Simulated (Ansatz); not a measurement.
Computed with Ansatz on PBE0-D4/def2-TZVP structures; ΔE is electronic, products minus reactants. CCSD(T)/CBS is the MP2 limit (def2-TZVPP, def2-QZVPP) plus CCSD(T) − MP2 in def2-TZVPP, frozen cores. This one scheme is used for every species, atoms too. Functionals use def2-TZVPP. Open shells (•) are unrestricted, without spin–orbit coupling. Spin–orbit coupling would lower the free atoms: a little for C, F; strongly for I. Elements past krypton have def2 core potentials. For I outer-core shells are correlated without core-valence functions, so the limit isn't a true one: a few kJ/mol of doubt a bond, and 10 to 20 or more in all where bonds break to atoms.

Consider the atomization: `FC(F)(F)CI` → 2 C• + 3 F• + 2 H• + I•.

CCSD(T)/CBS gives +2982.5 kJ/mol.

Problem. Another level gave +2956.4 kJ/mol. Which?
A. CAM-B3LYP/def2-TZVPP
B. LC-ωPBE/def2-TZVPP
C. SCS-MP2/def2-TZVPP
D. r2SCANh/def2-TZVPP

Solution. D. r2SCANh 2956.4, LC-ωPBE 2987.3, SCS-MP2/def2-TZVPP 2939.1, CAM-B3LYP 2966.8 kJ/mol.

Largest T1 diagnostic among the species: 0.010.

In def2-TZVPP, CCSD(T) changes the Hartree–Fock value by +858.8 kJ/mol (the triples alone add +66.9 kJ/mol) and MP2 by +984.2 kJ/mol; breaking electron pairs costs correlation energy, which Hartree–Fock lacks. From PBE to PBE0 (25 % exact exchange), in def2-TZVPP and without D4, ΔE moves by −104.7 kJ/mol: exact exchange takes away binding that semilocal exchange gives to molecules. At CCSD(T), def2-SVP lies −163.5 kJ/mol from the extrapolated value and def2-TZVPP −89.9 kJ/mol: correlation converges slowly with the basis, and small sets miss more of it in the bonded molecule than in its fragments.

For atomizations the MP2-based limit and the directly extrapolated one differ by several kJ/mol either way, and by 10 to 25 for some Ge, Se and Sn compounds, so smaller differences from it don't rank the levels.
